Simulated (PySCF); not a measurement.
## RuSCl₂: fields on a plane

Level of theory: UPBE0/[Ru def2-SVP with ECP28, S def2-SVP, Cl def2-SVP], scalar-relativistic core potentials, density fitting, no spin–orbit coupling, PySCF.

The quintet minimum has Ru–Cl 2.254 Å (×2), Ru–S 2.101 Å; Cl–Ru–Cl 154.7°, Cl–Ru–S 102.7° (×2).

The plane holds Ru1 at (0.00, 0.00), S2 at (2.10, 0.00), Cl3 at (-0.49, 2.20), Cl4 at (-0.49, -2.20) Å. Columns run from x = -2.55 to 4.35 Å, rows from y = 4.35 (top) to -4.05 Å, in steps of 0.3 Å. Other isomers or separated fragments may lie lower. Core electrons replaced by a potential are absent, the electrostatic potential uses the reduced nuclear charge, and values within about 0.7 Å of such atoms have no physical meaning.

Problem. Give the spin density (e/Å³) (cut at ±0.5 e/Å³). Every second row and column.

Solution. 
```
 0.00  0.00  0.00  0.00  0.00  0.00  0.00  0.00  0.00  0.00  0.00  0.00
 0.00  0.00  0.00  0.00  0.00  0.00  0.00  0.00  0.00  0.00  0.00  0.00
 0.00  0.00  0.00  0.00  0.02  0.00  0.00  0.00  0.00  0.00  0.00  0.00
 0.00  0.00 -0.01 -0.01  0.03  0.00  0.00  0.00  0.00  0.00  0.00  0.00
 0.00  0.00  0.01  0.01 -0.01 -0.01  0.00  0.00  0.00  0.00  0.00  0.00
 0.00  0.00  0.00 -0.01  0.00  0.01  0.00  0.01  0.04  0.02  0.00  0.00
 0.00  0.00  0.00  0.09  0.25  0.26 -0.01  0.06  0.23  0.06  0.00  0.00
 0.00  0.00  0.01  0.22  0.22  0.50  0.00 -0.03  0.13 -0.03 -0.01  0.00
 0.00  0.00  0.01  0.25  0.50  0.50  0.00  0.04  0.17  0.04  0.00  0.00
 0.00  0.00  0.00  0.00  0.03  0.05 -0.01  0.03  0.10  0.03  0.00  0.00
 0.00  0.00  0.01  0.02 -0.01  0.00  0.00  0.01  0.01  0.01  0.00  0.00
 0.00  0.00  0.00  0.00  0.00  0.00  0.00  0.00  0.00  0.00  0.00  0.00
 0.00  0.00 -0.01  0.00  0.04  0.01  0.00  0.00  0.00  0.00  0.00  0.00
 0.00  0.00  0.00  0.00  0.01  0.00  0.00  0.00  0.00  0.00  0.00  0.00
 0.00  0.00  0.00  0.00  0.00  0.00  0.00  0.00  0.00  0.00  0.00  0.00
```

Problem. Give the electrostatic potential (V) (cut at 20 V). Lower edges of the bins (V): '0' -0.47, '1' -0.35, '2' -0.16, '3' 0.14, '4' 0.63, '5' 1.39, '6' 2.60, '7' 4.51, '8' 7.55, '9' 12.37; top 20.0.

Solution. 
```
222211111111111112222222
222222221100111112222222
211223332100011111222222
111234555320001111222222
112357887641000111222222
112479999863000111122222
113589999974100111122222
113699999985210111122222
213589999985321112222222
223579999975433333222222
333468999876545554433222
334567899987667777643332
445567999999889999764333
445678999999999999975433
455679999999999999986433
455679999999999999986433
445678999999999999975433
445567999999889999764333
334567899987667777643332
333468999876545554433222
223579999975433333222222
213589999985321112222222
113699999985210111122222
113589999974100111122222
112479999863000111122222
112357887641000111222222
111234555320001111222222
211223332100011111222222
222222221100111112222222
```

Open d and f shells are described by one determinant, and the ground state may have another occupation or spin.
